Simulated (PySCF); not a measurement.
## MB anions for M along group 15

MP2 with double-zeta basis sets in PySCF, for the lowest determinant that a PBE0 search found; no spin–orbit coupling. De refers to high-spin ground-configuration atoms (the charge goes to the atom of lower measured ionisation energy or higher electron affinity, which is not always the lowest computed limit).

| M | basis | reference, frozen orbitals | charged atom | state (unpaired electrons) | Re (Å) | ωe (cm⁻¹) | De (eV) |
| --- | --- | --- | --- | --- | --- | --- | --- |
| P | aug-pcseg-1 | ROHF, 6 | P− | doublet (σ ↑) | 1.722 | 1008 | n/a |
| As | aug-cc-pVDZ-DK | ROHF, 10 | As− | doublet (σ ↑) | 1.832 | 852 | n/a |
| Sb | aug-cc-pVDZ/aug-cc-pVDZ-PP | ROHF, 5 | Sb− | doublet (σ ↑) | 2.035 | 742 | n/a |
| Bi | aug-cc-pVDZ-PP/aug-cc-pVDZ | ROHF, 5 | Bi− | doublet (σ ↑) | 2.104 | 702 | n/a |

The shortest bond is that of BP⁻ (1.722 Å), the longest that of BiB⁻ (2.104 Å).

The rows differ in basis set, which adds steps of its own.

Down a group the atoms grow and get heavier, so bonds lengthen and wavenumbers fall; this series shows no clear exception.

Correlated steps freeze the inner cores (5 to 10 orbitals); shallow outer-core shells are correlated. These are scalar-relativistic numbers at best; spin–orbit coupling would shift them, the dissociation energy most. States were picked by a PBE0 search and need not be the measured ground states.
